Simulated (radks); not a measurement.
Species: Pd. Configuration: [Kr] 4d9.5 5p0.5 (fractional occupations, a model configuration). All-electron calculation, Dirac Kohn-Sham, BLYP, spin-unpolarised, spherical densities, finite nucleus; open shells are shared between the two j in proportion to 2j + 1; Fermi nuclear charge, rms radius 4.5318 fm. Program: a radial shooting solver on a logarithmic mesh with Libxc functionals.

Unscreened Slater integrals over Kohn-Sham orbitals (eV). Large and small components are both included.

integral           value
F0(5p3/2,5p3/2)   4.5365
F2(5p3/2,5p3/2)   2.2264
F0(5p3/2,5p1/2)   4.6463
G2(5p3/2,5p1/2)   2.2757
F0(5p3/2,4d5/2)   6.0684
F2(5p3/2,4d5/2)   1.2363
G1(5p3/2,4d5/2)  0.59472
G3(5p3/2,4d5/2)  0.42582
F0(5p3/2,4d3/2)   6.0762
F2(5p3/2,4d3/2)   1.2092
G1(5p3/2,4d3/2)  0.55692
G3(5p3/2,4d3/2)  0.40366
F0(5p1/2,5p1/2)   4.7648
F0(5p1/2,4d5/2)   6.3529
G3(5p1/2,4d5/2)  0.49673
F0(5p1/2,4d3/2)   6.3619
G1(5p1/2,4d3/2)  0.66114
F0(4d5/2,4d5/2)   16.222
F2(4d5/2,4d5/2)   7.7801
F4(4d5/2,4d5/2)   4.9959
F0(4d5/2,4d3/2)   16.371
F2(4d5/2,4d3/2)   7.8605
G2(4d5/2,4d3/2)   7.8568
G4(4d5/2,4d3/2)   5.0485
F0(4d3/2,4d3/2)   16.524
F2(4d3/2,4d3/2)   7.9449
